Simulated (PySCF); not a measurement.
## CH7BOSi2

The system: CH7BOSi2, a carbene (divalent C1, bonded to 1 B + 1 O); neutral, triplet. The structure, one conformer, was relaxed in the gas phase by PBE0-D3(BJ)/def2-SVP. No frequency run checks that it is a minimum.

This triplet is an excited state: in a carbene with lone-pair donors on the centre (O) the singlet is known to lie well below it (the gap isn't computed here), so the molecule in its ground state shows no EPR spectrum.

SMILES: [SiH3]B[C]O[SiH3]

```tsv
atom	x (Å)	y (Å)	z (Å)
C1	-0.878	1.581	0.135
O2	-0.759	1.153	1.339
Si3	0.010	-0.199	2.078
B4	-0.515	1.165	-1.261
Si5	0.465	-0.530	-1.764
H6	-0.123	0.080	3.529
H7	-0.716	-1.435	1.689
H8	1.434	-0.224	1.650
H9	-0.824	1.911	-2.161
H10	0.650	-1.510	-0.642
H11	-0.262	-1.254	-2.856
H12	1.836	-0.206	-2.281
```

EPR values by unrestricted B3LYP, IGLO-III on B C O Si, pcH-1 on H.

Problem. Predict g and the largest hyperfine couplings. Where does the spin sit?

Solution. g = 2.0019, 2.0026, 2.0027. The zero-field splitting dominates the spectrum: D = 0.44 cm⁻¹, |E| = 0.01 cm⁻¹ (spin-spin and spin-orbit parts, DFT, rough). The spin sits on C1 (65 %, bonded to 1 B + 1 O) by Mulliken populations.
| atom | isotope | isotropic (MHz) | dipolar, principal values (MHz) |
| --- | --- | --- | --- |
| C1 | 13C | 164.2 | -56.0, 7.9, 48.2 |
| O2 | 17O | -68.2 | -15.5, -2.2, 17.7 |
| Si3 | 29Si | -38.6 | -8.6, 4.1, 4.5 |
| Si5 | 29Si | -37.5 | -8.1, 3.7, 4.4 |
| B4 | 11B | 30.1 | -14.4, -0.4, 14.7 |
| H12 | 1H | 18.5 | -1.6, -0.9, 2.6 |

Problem. How do the isotropic couplings move with BHandHLYP?

Solution. C1 164.2 to 187.7 MHz, O2 -68.2 to -68.8 MHz, Si3 -38.6 to -31.7 MHz, Si5 -37.5 to -35.8 MHz.
